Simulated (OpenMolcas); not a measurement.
O2+, S2+, Se2+, Te2+: ns2 np2 down the group

```yaml
Program: OpenMolcas
Method: SS-CASPT2, IPEA 0.25 Eh, imaginary shift 0.1 Eh
Basis: ANO-RCC-VTZP
Scalar_Hamiltonian: DKH2, point nucleus
Spin-orbit_coupling: state interaction with AMFI integrals over the reference wave functions, term energies averaged over their components
```

Active space for each ion: 4 electrons in 8 orbitals (s p s p); closed shells correlated by CASPT2: O2+ 1s; S2+ 2s 2p; Se2+ 3d; Te2+ 4d.

Computed levels in cm-1 above 3P0:

| Level | O2+ | S2+ | Se2+ | Te2+ |
| --- | --- | --- | --- | --- |
| 3P1 | 109 | 262 | 1507 | 3920 |
| 3P2 | 323 | 737 | 3490 | 7180 |
| 1D2 | 20900 | 11610 | 13160 | 16210 |
| 1S0 | 43380 | 26500 | 27680 | 30350 |
| weight of 3P in the lowest level (%) | 100 | 100 | 99 | 95 |

Measured, with the error of the calculation in %. Measured levels: O2+ from Moore, Selected Tables of Atomic Spectra, NSRDS-NBS 3, section 11; S2+ from NIST levels in Podobedova, Kelleher and Wiese, J. Phys. Chem. Ref. Data 38, 171 (2009); Se2+ from Moore, Atomic Energy Levels, vol. II, NSRDS-NBS 35 (1971 reprint of NBS Circular 467, 1952); Te2+ from the list in Zhang, Palmeri, Quinet and Biemont, Astron. Astrophys. 551, A136 (2013).

| Level | O2+ | S2+ | Se2+ | Te2+ |
| --- | --- | --- | --- | --- |
| 3P1 | 113 (-3.4) | 299 (-12.4) | 1741 (-13.4) | 4757 (-17.6) |
| 3P2 |  | 833 (-11.6) | 3937 (-11.4) | 8167 (-12.0) |
| 1D2 | 20273 (+3.1) | 11323 (+2.6) | 13032 (+1.0) | 17360 (-6.6) |
| 1S0 | 43186 (+0.5) | 27161 (-2.4) |  | 30398 (-0.1) |

The fine-structure level 3P2 changes by a factor of 22.2 from O2+ to Te2+.

Without spin-orbit coupling 1D lies 20680, 11100, 10250, 8510 cm-1 above 3P in that order; the difference to the level 1D2, of either sign, comes from spin-orbit coupling, which also lowers the zero.

CASPT2 breaks the degeneracy within a term, and the mean is taken; among the terms shown or strongly mixed into the levels shown the widest spread is 74 cm-1 (5s2 5p2 1D, Te2+). Over all roots computed the reference weight is 0.84 to 0.99 in S2+, 0.84 to 0.98 in Se2+, 0.80 to 0.94 in Te2+; the roots of lowest weight are the least certain, and an intruder state may touch them. Active for correlation alone: 3p 3s; no level in the range computed is led by a configuration that fills them, so any true level of that kind is missing (holds for O2+). The run also gave levels led by 3s2 3p 4p, which use shells meant for correlation; these and all levels above them are left out (holds for S2+). The run also gave levels led by 4s2 4p 5p, which use shells meant for correlation; these and all levels above them are left out (holds for Se2+). Active for correlation alone: 6p 6s; no level in the range computed is led by a configuration that fills them, so any true level of that kind is missing (holds for Te2+). Some terms miss by over 15 % even with CASPT2, which points to a basis or an active space too small for the shells correlated (holds for Te2+). Measured partners are found by configuration, term and J. A level has none where our copy of the source lacks it or the pairing is in doubt (some pairs that miss far off the trend of their configuration count as doubtful), and it then counts in no deviation. Levels of configurations outside the active space are missing.
